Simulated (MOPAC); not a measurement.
MOPAC input (PM3):

```
PM3 PRECISE GNORM=0.05 LET XYZ CHARGE=-1 GEO-OK AUX(PRECISION=9) THREADS=1
C2H7Ge

C     1.58589300 1   -0.66338600 1   -0.41105000 1
Ge   -0.03736800 1    0.39962300 1    0.34010800 1
C    -1.46433600 1   -0.78256400 1   -0.60614600 1
H     1.48232400 1   -0.88894400 1   -1.47828900 1
H     1.68701100 1   -1.61171200 1    0.12934200 1
H     2.51543100 1   -0.10156800 1   -0.26693500 1
H    -0.00485200 1    1.51803300 1   -0.85145500 1
H    -1.20863500 1   -0.99408400 1   -1.65040700 1
H    -1.55937500 1   -1.73855500 1   -0.07830100 1
H    -2.44547800 1   -0.29540000 1   -0.58424200 1
```

From the output:

```
                                                       MOPAC v23.2.5 Linux

          FINAL HEAT OF FORMATION =        -53.18773 KCAL/MOL =    -222.53746 KJ/MOL

          COSMO AREA              =        112.63 SQUARE ANGSTROMS
          COSMO VOLUME            =        100.56 CUBIC ANGSTROMS

          GRADIENT NORM           =          0.04084          =       0.01291 PER ATOM
          IONIZATION POTENTIAL    =          3.130777 EV
          HOMO LUMO ENERGIES (EV) =         -3.131  5.759
          NO. OF FILLED LEVELS    =         10
          MOLECULAR WEIGHT        =        103.6673         POINT GROUP:  C2v

          MOLECULAR DIMENSIONS (Angstroms)

            Atom       Atom       Distance
            H    10    H     6     5.04100
            H     7    H     5     3.25029
            H     9    H     8     1.66747

          SCF CALCULATIONS        =         29

   ATOM   CHEMICAL          X               Y               Z
  NUMBER   SYMBOL      (ANGSTROMS)     (ANGSTROMS)     (ANGSTROMS)

     1       C          1.71865307  *  -0.58878594  *  -0.26463391  *
     2      Ge         -0.00525927  *   0.25703106  *  -0.07511214  *
     3       C         -1.62001145  *  -0.71938412  *  -0.47816472  *
     4       H          1.92348199  *  -0.85233772  *  -1.30381969  *
     5       H          1.77682095  *  -1.50600913  *   0.32438776  *
     6       H          2.52014434  *   0.07105642  *   0.07223995  *
     7       H         -0.08974020  *   1.66931318  *   0.38315310  *
     8       H         -1.66982949  *  -0.99290894  *  -1.53366332  *
     9       H         -1.68108602  *  -1.64127290  *   0.10323340  *
    10       H         -2.50675122  *  -0.12558887  *  -0.24928555  *

                             CARTESIAN COORDINATES

   1    C        1.718653070    -0.588785944    -0.264633914
   2   Ge       -0.005259274     0.257031064    -0.075112139
   3    C       -1.620011445    -0.719384123    -0.478164723
   4    H        1.923481992    -0.852337720    -1.303819690
   5    H        1.776820950    -1.506009127     0.324387759
   6    H        2.520144342     0.071056425     0.072239952
   7    H       -0.089740203     1.669313183     0.383153097
   8    H       -1.669829495    -0.992908937    -1.533663323
   9    H       -1.681086019    -1.641272898     0.103233398
  10    H       -2.506751222    -0.125588865    -0.249285551

           Empirical Formula: C2 H7 Ge  =    10 atoms

      MOLECULAR POINT GROUP   :   C2v

                  EIGENVALUES
 -24.01399 -23.40640  -9.49220  -9.25372  -8.77365  -8.58304  -6.99145  -6.39863
  -6.09757  -3.13078   5.75881   6.14667   9.18846   9.25297   9.36537   9.38775
   9.39486   9.40983  10.92493

              NET ATOMIC CHARGES AND DIPOLE CONTRIBUTIONS

  ATOM NO.   TYPE          CHARGE      No. of ELECS.   s-Pop       p-Pop
    1          C          -0.318624        4.3186     1.17218     3.14644
    2         Ge          -0.315869        4.3159     0.46610     3.84977
    3          C          -0.318626        4.3186     1.17219     3.14644
    4          H           0.022664        0.9773     0.97734
    5          H           0.023155        0.9768     0.97684
    6          H           0.024501        0.9755     0.97550
    7          H          -0.187519        1.1875     1.18752
    8          H           0.022663        0.9773     0.97734
    9          H           0.023156        0.9768     0.97684
   10          H           0.024499        0.9755     0.97550
 DIPOLE           X         Y         Z       TOTAL
 POINT-CHG.     0.028    -0.470    -0.145     0.493
 HYBRID         0.035    -0.593    -0.189     0.623
 SUM            0.063    -1.063    -0.334     1.116

          ATOMIC ORBITAL ELECTRON POPULATIONS

     Atom    s        px        py        pz
    1  C   1.17218   1.12053   1.02597   0.99994
    2 Ge   0.46610   0.90370   1.05802   1.88805
    3  C   1.17219   1.10586   1.03557   1.00500
    4  H   0.97734
    5  H   0.97684
    6  H   0.97550
    7  H   1.18752
    8  H   0.97734
    9  H   0.97684
   10  H   0.97550

 **********************
 *                    *
 * JOB ENDED NORMALLY *
 *                    *
 **********************

 == MOPAC DONE ==
```

The dipole moment of an ion depends on the origin.

The geometry given is a B3LYP-D3(BJ)/def2-TZVP minimum.
